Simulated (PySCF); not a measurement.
## Electronic structure of C⁺ (carbon, charge +1) at the UHF level

Configuration: [He] 2s2 3d1, 2D determinant (an excited configuration). All numbers are calculated (PySCF 2.14, the non-relativistic Hamiltonian (point nucleus), in dyall-av2z (11s7p2d, 42 functions)).

- Total energy: -36.568382 hartree
- One-electron energy: -45.6020 hartree
- Hartree (Coulomb) energy: 13.5014 hartree
- Exchange energy: -4.4678 hartree
- Kinetic energy: 36.88172 hartree
- ⟨S²⟩: 0.7502
- ⟨L²⟩: 6.001
- Sum of ⟨r⟩: 6.540 bohr
- Sum of ⟨r²⟩: 16.09 bohr²
- Traceless quadrupole moment −½Σ⟨3z² − r²⟩ along its main axis: 3.22 e·bohr²
- Density at the nucleus (Gaussians lack the cusp): 125 bohr⁻³
- Spin density at the nucleus: -0.0722 bohr⁻³
- Langevin diamagnetic susceptibility: -12.7 ×10⁻⁶ cm³/mol

| shell | electrons | mean orbital energy (hartree) | rms radius, mean of both spins (bohr) |
| --- | --- | --- | --- |
| 1s β | 1 | -12.32123 | 0.310 |
| 1s α | 1 | -12.31999 | 0.310 |
| 2s α | 1 | -1.36994 | 1.51 |
| 2s β | 1 | -1.36197 | 1.51 |
| 3d α | 1 | -0.16162 | 3.37 |

The outer electron is Rydberg-like, and this basis confines it to a smaller radius and binds it less than a complete one would.

Spin-orbit constants ζ (cm⁻¹) from the X2C one-electron operator on these orbitals (non-relativistic here): bare nucleus, nucleus screened by l(l+1)(2l+1)/3 electrons, and screened by the Breit-Pauli mean field of the electrons.

```json
{"shell": "3d", "bare": "2.131", "screened nucleus": "0.7104", "mean field": "0.5643"}
```

To first order the Landé constant is A = 0.5643 cm⁻¹, so the lowest level has J = 3/2 and lies 0.000105 eV below the centre of the term.
